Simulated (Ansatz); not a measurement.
Species: KCl, charge 0, singlet. KCl (SMILES [Cl][K]).
B3LYP-D3(BJ)/def2-TZVP minimum from Ansatz (a first-principles code):
```
K
Cl 1 2.7015
```
Charge 0, spin multiplicity 1.

Total energies in hartree (Ansatz). UHF or UKS for unpaired electrons; spin-orbit terms are left out. Cores are frozen in correlated methods (noble-gas shells, and filled d and f shells in the p block). No relativity. Where a partner has so few electrons that a lower coupled-cluster level is exact, that level stands in.

| species | HF/def2-TZVPP | CCSD(T)/def2-TZVPP | HF/def2-QZVPP | CCSD(T)/def2-QZVPP | CCSDT(Q)/def2-QZVPP |
|---|---|---|---|---|---|
| 1: KCl (SMILES [K][Cl]) | -1058.74708 | -1058.97146 | -1058.77303 | -1059.02172 | -1059.02261 |
| 2: K (doublet) | -599.15335 | -599.15335 | -599.16459 | -599.16459 | -599.16459 |
| 3: Cl (doublet) | -459.47685 | -459.66464 | -459.48954 | -459.69535 | -459.69632 |

Task: Work out the atomisation energy (electronic, to ground-state atoms) in kJ/mol: take Hartree-Fock from def2-QZVPP, extrapolate the CCSD(T) correlation energy as X^-3 (X = 3, 4), and add CCSDT(Q) - CCSD(T) in def2-QZVPP. 1 hartree = 2625.5 kJ/mol.

Result: 
Species 1: correlation (64·(-0.24869) - 27·(-0.22438))/37 = -0.26643; step -0.00089; E1 = -1058.77303 + (-0.26643) + (-0.00089) = -1059.04035
Species 2: correlation (64·(0.00000) - 27·(0.00000))/37 = 0.00000; step +0.00000; E2 = -599.16459 + (0.00000) + (+0.00000) = -599.16459
Species 3: correlation (64·(-0.20581) - 27·(-0.18779))/37 = -0.21896; step -0.00097; E3 = -459.48954 + (-0.21896) + (-0.00097) = -459.70947
-1·E1 +1·E2 +1·E3 = 0.16629 hartree = 436.6 kJ/mol.
